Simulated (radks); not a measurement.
Problem. Neutral bismuth is in [Hg] 6p3. Method: scalar-relativistic Kohn-Sham, BLYP, spin-polarised, spherical densities, finite nucleus; Fermi nuclear charge, rms radius of each element as measured or else 0.836 A^(1/3) + 0.57 fm; computed with a radial shooting solver on a logarithmic mesh with Libxc functionals. Open shells are filled with parallel spins first. One electron is removed from 5d, 5p, 6p, 6s in turn, with full relaxation. Which removal costs least, and what does each cost?

Solution. 6p 8.268 eV; 6s 17.514 eV; 5d 32.507 eV; 5p 102.44 eV. The 6p electron leaves first.
